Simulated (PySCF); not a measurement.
# Gas-phase thermal properties of TeF4

Computed with PySCF (xtb for GFN2) and rigid-rotor harmonic-oscillator thermochemistry at 1 bar. All species are closed-shell singlets. Te: scalar-relativistic def2 core potential, no spin-orbit coupling. The harmonic model lacks anharmonicity and excited electronic states, which grow with temperature; levels with a mode under 35 cm⁻¹ are left out. Warning, point group unlike the PBE0 one: TeF4 (GFN2-xTB).

```tsv
level	point group	σ	ZPE (kJ/mol)	S°298 (J/mol/K)	Cp298 (J/mol/K)	S°1000 (J/mol/K)	H1000 − H298 (kJ/mol)
GFN2-xTB	C4v	4	17.5	335.1	93.2	458.5	72.4
PBE/def2-SVP	C2v	2	20.8	336.2	88.1	456.4	70.8
PBE0/def2-TZVP	C2v	2	22.7	328.2	85.7	447.0	70.2
```
σ: rotational symmetry number. Electronic degeneracy used: 1. Frequencies are unscaled.
